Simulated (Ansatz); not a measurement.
Geometry optimisation, RKS LDA/def2-SVP (Ansatz).

Input:

```yaml
crystal:
  periodic: [false, false, false]
  atoms:
    - { symbol: F, position_ang: [-1.6789, 1.0265, 1.5375] }
    - { symbol: C, position_ang: [-0.4242, 0.892, 1.2543] }
    - { symbol: C, position_ang: [-0.0181, 0.161, 0.2121] }
    - { symbol: Si, position_ang: [-1.0489, -0.6875, -0.9458] }
    - { symbol: C, position_ang: [1.4761, -0.0315, -0.0752] }
    - { symbol: F, position_ang: [2.2391, 0.6585, 0.8521] }
    - { symbol: H, position_ang: [0.2219, 1.4233, 1.9776] }
    - { symbol: H, position_ang: [-1.9174, -1.6769, -0.231] }
    - { symbol: H, position_ang: [-1.9797, 0.2993, -1.6061] }
    - { symbol: H, position_ang: [-0.3069, -1.4152, -1.9316] }
    - { symbol: H, position_ang: [1.7525, -1.079, 0.018] }
    - { symbol: H, position_ang: [1.7615, 0.3743, -1.0279] }
basis:
  gaussian: { orbitals: def2-SVP }
hamiltonian:
  xc: lda
relax:
  f_tol: 0.02
  max_steps: 50
output:
  orbitals: {}
```

Launched with:

```bash
$ ansatz run input.yaml --threads 2 --pin off --max-ram 3072MiB --backend cpu --events-out ev --progress --plain --runs-dir out
```

Q: Where does it end, and by what steps?

A: The run converged. After 7 steps the energy has fallen by 0.379 eV; Si4 moved furthest, 0.11 Å.

```
step  energy less start (eV)  largest force component (eV/Å)  accepted
   0                  0.0000                           2.851       yes
   1                 -0.3054                           1.488       yes
   2                 -0.3514                           0.504       yes
   3                 -0.3681                           0.330       yes
   4                 -0.3761                           0.091       yes
   5                 -0.3774                           0.065       yes
   6                 -0.3785                           0.030       yes
   7                 -0.3786                           0.012       yes
```

```xyz
12
Properties=species:S:1:pos:R:3
F -1.689 1.008 1.457
C -0.389 0.865 1.228
C 0.064 0.139 0.202
Si -1.155 -0.698 -0.939
C 1.530 0.013 -0.007
F 2.238 0.701 0.935
H 0.249 1.399 1.957
H -2.006 -1.690 -0.194
H -2.049 0.307 -1.612
H -0.363 -1.429 -1.992
H 1.836 -1.063 0.023
H 1.812 0.393 -1.022
```

Whether the end is a true minimum wasn't checked by a vibrational analysis.

Run time: 5.7 s on 2 threads of AMD EPYC 9R45 96-Core Processor (Zen 5), with other jobs on the host, peak memory 0.17 GiB.
